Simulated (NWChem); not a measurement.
A series in which one site is exchanged, each optimised at PBE0/def2-SVP with NWChem, gas phase unless a solvent is named. This build's default masses of Se (78.918 u) and Br (79.917 u) are each other's, which moves their modes by up to 0.6 %. For some, no frequency run checked for a minimum. def2 effective core potentials on I; no spin-orbit coupling.

A: [BeH][I] (BeHI; site = I)
B: [BeH2] (BeH₂; site = H)
C: [BeH][Br] (BeHBr; site = Br)
D: [BeH][Cl] (BeHCl; site = Cl)

```json
[
 {"quantity": "dipole (D), PBE0/def2-SVP", "A": "0.12", "B": "0.00", "C": "0.28", "D": "[?]"},
 {"quantity": "orbital gap (eV), PBE0/def2-SVP", "A": "7.14", "B": "8.01", "C": "8.25", "D": "[?]"},
 {"quantity": "static polarisability, B3LYP/def2-SVPD (bohr³)", "A": "52.4", "B": "20.5", "C": "38.6", "D": "[?]"},
 {"quantity": "lowest singlet excitation, B3LYP/def2-SVPD, TDA (eV)", "A": "5.53", "B": "6.19", "C": "6.50", "D": "[?]"}
]
```

### Question
Some entries are withheld; supply them.

### Answer

- dipole (D), PBE0/def2-SVP, D: 0.48
- orbital gap (eV), PBE0/def2-SVP, D: 9.09
- static polarisability, B3LYP/def2-SVPD (bohr³), D: 30.8
- lowest singlet excitation, B3LYP/def2-SVPD, TDA (eV), D: 7.30
